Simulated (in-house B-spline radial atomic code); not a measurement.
Configurations of K, with energies counted from [Ar] 4s1. Method: scalar-relativistic (X2C) HSE06, spin-polarised, spherical fractional occupations, exact exchange averaged over the configuration, Fermi nucleus of rms radius 3.4349 fm. Calculated with an all-electron radial atomic-structure program (B-spline basis). Shells without spins written out take the highest spin.

Occupations are held fixed; configurations that lie above the ionisation limit could autoionise.

```
               configuration  E - E(ref) (eV)  highest orbital  its <r> (bohr)
                    [Ar] 4f1           3.4407            4f up           16.87
                    [Ar] 5f1           3.7361            5f up            28.7
        [Ne] 3s2 3p5 4s1 4f1           23.579            4f up           16.31
        [Ne] 3s1 3p6 4s1 5d1           41.716            5d up           19.32
        [Ne] 3s1 3p6 4s1 5f1           42.066            5f up           27.53
[He] 2s2 2p5 3s2 3p6 4s1 5p1           299.03            5p up           12.04
```

(1) Order these further configurations by energy, lowest first.
A. [Ne] 3s2 3p5 4s1 5p1
B. [Ne] 3s2 3p5 4s1 4d1
C. [He] 2s2 2p5 3s2 3p6 4s1 4d1
D. [Ar] 5d1
E. [He] 2s2 2p5 3s2 3p6 4s1 5s1

(2) How far above the reference does [Ar] 4d1 lie?

Answers

(1) D (3.5524 eV), A (22.838 eV), B (22.931 eV), E (298.48 eV), C (299.1 eV).

(2) 3.1319 eV; its least bound orbital is 4d up with <r> = 14.64 bohr.
